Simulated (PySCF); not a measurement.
# Correlation energy of As+ (arsenic, charge +1)

[Ar] 3d10 4s2 4p1 5s1, high-spin 3P determinant (an excited configuration). Computed with PySCF 2.14 in dyall-av2z, with the non-relativistic Hamiltonian (point nucleus). Frozen: [Ar] 3d10; 4 electrons correlated; the 34 highest virtual orbitals of each spin left out.

```
  level  correlation energy (mhartree)
   CCSD                         -63.13
    (T)                          -1.18
CCSD(T)                         -64.31
```

Diagnostics: T1 = 0.027, D1 = 0.0751, largest double amplitude 0.096.

The outer electron is Rydberg-like, and this basis confines it to a smaller radius and binds it less than a complete one would.

Cost of the coupled-cluster step: roughly 3 core-seconds, for 4 correlated electrons.

Iterations:

```
CC2 = 0
CCSD nocc = (np.int64(3), np.int64(1)), nmo = (44, 44)
frozen orbitals [[0, 1, 2, 3, 4, 5, 6, 7, 8, 9, 10, 11, 12, 13, 58, 59, 60, 61, 62, 63, 64, 65, 66, 67, 68, 69, 70, 71, 72, 73, 74, 75, 76, 77, 78, 79, 80, 81, 82, 83, 84, 85, 86, 87, 88, 89, 90, 91], [0, 1, 2, 3, 4, 5, 6, 7, 8, 9, 10, 11, 12, 13, 58, 59, 60, 61, 62, 63, 64, 65, 66, 67, 68, 69, 70, 71, 72, 73, 74, 75, 76, 77, 78, 79, 80, 81, 82, 83, 84, 85, 86, 87, 88, 89, 90, 91]]
max_cycle = 100
direct = 0
conv_tol = 1e-08
conv_tol_normt = 1e-06
diis_space = 8
diis_start_cycle = 0
Init t2, MP2 energy = -0.0459373906252054
Init E_corr(UCCSD) = -0.0459373906263164
cycle = 1  E_corr(UCCSD) = -0.0574078367483631  dE = -0.0114704461  norm(t1,t2) = 0.0508586
cycle = 2  E_corr(UCCSD) = -0.0608570261449034  dE = -0.0034491894  norm(t1,t2) = 0.0197717
cycle = 3  E_corr(UCCSD) = -0.0628277585220399  dE = -0.00197073238  norm(t1,t2) = 0.0098063
cycle = 4  E_corr(UCCSD) = -0.0628657233427972  dE = -3.79648208e-05  norm(t1,t2) = 0.0053917
cycle = 5  E_corr(UCCSD) = -0.0630131704632265  dE = -0.00014744712  norm(t1,t2) = 0.00392705
cycle = 6  E_corr(UCCSD) = -0.0629698412916485  dE = 4.33291716e-05  norm(t1,t2) = 0.00244744
cycle = 7  E_corr(UCCSD) = -0.0630781872744278  dE = -0.000108345983  norm(t1,t2) = 0.00209212
cycle = 8  E_corr(UCCSD) = -0.0629949161362828  dE = 8.32711381e-05  norm(t1,t2) = 0.00161698
cycle = 9  E_corr(UCCSD) = -0.0631862731662169  dE = -0.00019135703  norm(t1,t2) = 0.000826507
cycle = 10  E_corr(UCCSD) = -0.0631311576884765  dE = 5.51154777e-05  norm(t1,t2) = 0.000302745
cycle = 11  E_corr(UCCSD) = -0.0631327631481048  dE = -1.60545963e-06  norm(t1,t2) = 6.93329e-05
cycle = 12  E_corr(UCCSD) = -0.0631326860231333  dE = 7.71249715e-08  norm(t1,t2) = 2.93575e-05
cycle = 13  E_corr(UCCSD) = -0.0631327842193593  dE = -9.81962261e-08  norm(t1,t2) = 8.92727e-06
cycle = 14  E_corr(UCCSD) = -0.0631327187104245  dE = 6.55089348e-08  norm(t1,t2) = 1.66564e-06
cycle = 15  E_corr(UCCSD) = -0.0631327150502247  dE = 3.6601998e-09  norm(t1,t2) = 4.05188e-07
UCCSD converged
E(UCCSD) = -2233.575757602114  E_corr = -0.06313271505022469
UCCSD(T) correction = -0.00118133362859394
```
